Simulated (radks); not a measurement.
Results of a calculation; reference values are marked as such.
The platinum anion Pt2-, [Hg], held by a Watson sphere: a shell of charge +2 at radius R that stands for the Madelung well of a crystal (potential energy -2/R inside, -2/r outside, in hartree with lengths in bohr). Code: a radial shooting solver on a logarithmic mesh with Libxc functionals. Model: scalar-relativistic Kohn-Sham, LDA (Slater exchange, Perdew-Wang correlation), spin-polarised, spherical densities, point nucleus.

R (bohr)  e(5p) (eV)  e(6s) (eV)  e(5d) (eV)  <r> 5d (bohr)  sum of <r^2> (bohr^2)  X-ray form factor at sin(theta)/lambda = 0.2 1/angstrom
3.46         -53.980      -6.160      -4.796          1.864                  86.05                                                   66.113
4.44         -52.765      -4.785      -3.386          1.912                  94.73                                                   66.107
6.13         -51.337      -3.100      -1.831          1.966                  109.7                                                   66.149
6.14         -51.331      -3.092      -1.824          1.967                  109.8                                                   66.149
6.51         -51.112      -2.828      -1.593          1.978                  113.4                                                   66.155
